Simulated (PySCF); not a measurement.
BBr2, SMILES Br[B+]Br, charge +1. Geometry optimised at TPSSh-D3(BJ)/def2-TZVP.

Computed equilibrium geometry at TPSSh-D3(BJ)/def2-TZVP (PySCF confirms it by a frequency run) as a Z-matrix, and its point group:
point group D∞h.
```
B
Br 1 1.7650
Br 1 1.7650 2 180.00
```
Charge +1, spin multiplicity 1.
